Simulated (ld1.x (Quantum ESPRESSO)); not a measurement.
# Mn: from the effect back to the setting (TM semilocal)

Base potential:

manganese (Mn), norm-conserving Troullier–Martins (semilocal form), made with ld1.x (Quantum ESPRESSO) 7.5 (LDA (PZ), non-relativistic). Core [Ar], reference 3d5 4s2 4p0. Waves: 4s (bound): rc 2.65 bohr; 3d (bound): rc 1.40 bohr; 4p (bound, empty): rc 2.30 bohr. Local part: the p channel. Core correction: a·sin(br)/r model core, default radius (core density twice the valence density).

Cutoffs, loose and tight: the cutoffs (Ry, on a coarse ladder) from which the occupation-weighted sum of valence levels, in a spherical-Bessel basis at the reference potential, stays within 10 and 1 mRy of its value at 400 Ry. They do not see the model core or the augmentation charge, which bear on the density cutoff. Test errors are all-electron minus pseudo excitation energies from the reference, over the configurations 3d5 4s1 4p0; 3d5 4s0 4p0; 3d4 4s0 4p0; 3d5.5 4s1.5 4p0; 3d4 4s2 4p0; 3d5 4s1 4p1; 3d5 4s0 4p2 (two spin-polarised tests are not counted in the largest error); variants that change the core or the reference have their own tests.

Only the scale of all radii but the core radius (base = 1) is moved:

```tsv
scale of all radii but the core radius (base = 1)	cutoff, loose	cutoff, tight	bound ghosts	largest test error (meV)
0.79	160 Ry	180 Ry	none	-218
0.92	140 Ry	160 Ry	none	-226
1.16	90 Ry	140 Ry	none	-398
1.26	80 Ry	120 Ry	none	-576
1.34	70 Ry	110 Ry	none	-697
```

Problem. One more run gave cutoff, loose: 110 Ry; cutoff, tight: 140 Ry; bound ghosts: none; largest test error (meV): -260. Which value of the scale of all radii but the core radius (base = 1) was used?

Solution. 1. The loose cutoff moves one way along this sweep, from 160 Ry at 0.79 to 70 Ry at 1.34, which places the run between 0.92 and 1.16.
